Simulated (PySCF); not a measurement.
4-(3-pentyl)pyridine, C10H15N.
InChI=1S/C10H15N/c1-3-9(4-2)10-5-7-11-8-6-10/h5-9H,3-4H2,1-2H3

Torsions of this conformer, `[CH3:1][CH2:2][CH:3]([CH2:4][CH3:5])[c:6]1[cH:7][cH:8][n:9][cH:10][cH:11]1`: C1–C2–C3–C4 175°, C2–C3–C4–C5 -175°, C2–C3–C6–C7 116°.

The closed-shell ground state was solved at several levels (PySCF, density fitting, gas phase, non-relativistic). Isolated species at its PBE0-D3(BJ)/def2-SVP geometry (one conformer only).

```json
{"level": "mPW1PW91/pcSseg-1", "basis functions": "262", "HOMO (eV)": "-7.34", "LUMO (eV)": "-0.70", "gap (eV)": "6.64", "dipole (D)": "2.80"}
{"level": "B3LYP/pcJ-1", "basis functions": "447", "HOMO (eV)": "-7.02", "LUMO (eV)": "-0.84", "gap (eV)": "6.18", "dipole (D)": "2.74"}
{"level": "wB97X-D/def2-SVPD", "basis functions": "340", "HOMO (eV)": "-9.23", "LUMO (eV)": "1.01", "gap (eV)": "10.24", "dipole (D)": "2.86"}
```

Question: What might PBE0/pcSseg-1 (262 basis functions) give for the same quantities?

Answer: HOMO -7.30 eV, LUMO -0.68 eV, gap 6.62 eV, dipole 2.78 D.

Question: Over all these levels, which gives the widest orbital gap and which the narrowest?

Answer: wB97X-D/def2-SVPD (range-separated hybrid) has the widest, 10.24 eV, and B3LYP/pcJ-1 (global hybrid, 20 % exact exchange) the narrowest, 6.18 eV. Functional and basis both differ between the two, so the spread mixes both effects.

Question: How far do the dipole and the HOMO energy spread over the levels?

Answer: The dipole runs from 2.74 to 2.86 D (mean 2.80 D) and the HOMO from -9.23 to -7.02 eV.
